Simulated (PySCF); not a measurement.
Vertical excitations of a molecule C4H12NSi, multiplicity 2 from TDA-B3LYP/def2-SVPD run with PySCF, as energy in eV (oscillator strength): 3.54 (0.077), 4.18 (0.039), 4.45 (0.031), 4.69 (0.029), 4.99 (0.012), 5.23 (0.026). The structure is a stationary point at PBE0-D3(BJ)/def2-SVP. One conformer was computed; it need not be the lowest.

### Question
Which molecule gave these data?
A) CC(C)(C)N[SiH2]
B) C[N][Si](C)(C)C
C) CCN([SiH2])CC
D) CN(C)[Si](C)C

### Answer
C, CCN([SiH2])CC
